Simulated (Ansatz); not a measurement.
Reactions of C$_{6}$H$_{5}$Cl$_{3}$Sn, SMILES `[Cl][Sn]([Cl])([Cl])[c]1ccccc1`.

Computed with Ansatz on PBE0-D4/def2-TZVP structures; ΔE is electronic, products minus reactants. CCSD(T)/CBS adds triple-zeta CCSD(T) − MP2 to the extrapolated MP2 energy (def2 sets, frozen cores). This one scheme is used for every species, atoms too. For atomizations the MP2-based limit and the directly extrapolated one differ by several kJ/mol either way, and by 10 to 25 for some Ge, Se and Sn compounds, so smaller differences from it don't rank the levels. Open shells (•) are unrestricted, without spin–orbit coupling. Spin–orbit coupling would lower the free atoms: a little for C, Cl; strongly for Sn. Elements past krypton have def2 core potentials. Bonds to I, Se, Sn are less sure, by a few kJ/mol each and by 10 to 20 or more in all where they break to atoms, as the def2 sets lack core-valence functions. Scalar relativity is left out up to krypton. Each species was taken in one conformer, which may not be the lowest.

Order these by ΔE at CCSD(T)/CBS, lowest first. (Best estimate.)
A. `[Cl][Sn]([Cl])([Cl])[c]1ccccc1` + `N=C=O` → `O=C=[N][Sn]([Cl])([Cl])[Cl]` + `c1ccccc1`
B. `[Cl][Sn]([Cl])([Cl])[c]1ccccc1` → `[Cl][Sn][Cl]` + `Clc1ccccc1`
C. `[Cl][Sn]([Cl])([Cl])[c]1ccccc1` + HI → `[Cl][Sn]([Cl])([Cl])[I]` + `c1ccccc1`
D. `[Cl][Sn]([Cl])([Cl])[c]1ccccc1` + H₂Se → `[Cl][Sn]([Cl])([Cl])[SeH]` + `c1ccccc1`
E. `[Cl][Sn]([Cl])([Cl])[c]1ccccc1` → 6 C• + 3 Cl• + 5 H• + Sn•
F. `[Cl][Sn]([Cl])([Cl])[c]1ccccc1` + `CC(C)N` → `CC(C)[NH][Sn]([Cl])([Cl])[Cl]` + `c1ccccc1`
G. `[Cl][Sn]([Cl])([Cl])[c]1ccccc1` + HCl → `Clc1ccccc1` + `[Cl][SnH]([Cl])[Cl]`
H. `[Cl][Sn]([Cl])([Cl])[c]1ccccc1` + H₂S → `Sc1ccccc1` + `[Cl][SnH]([Cl])[Cl]`

C (-103.1 kJ/mol), D (-77.1 kJ/mol), A (-31.4 kJ/mol), F (-12.1 kJ/mol), H (+50.3 kJ/mol), G (+63.3 kJ/mol), B (+108.2 kJ/mol), E (+6525.2 kJ/mol).

Largest T1 diagnostic: 0.018, for `N=C=O`.
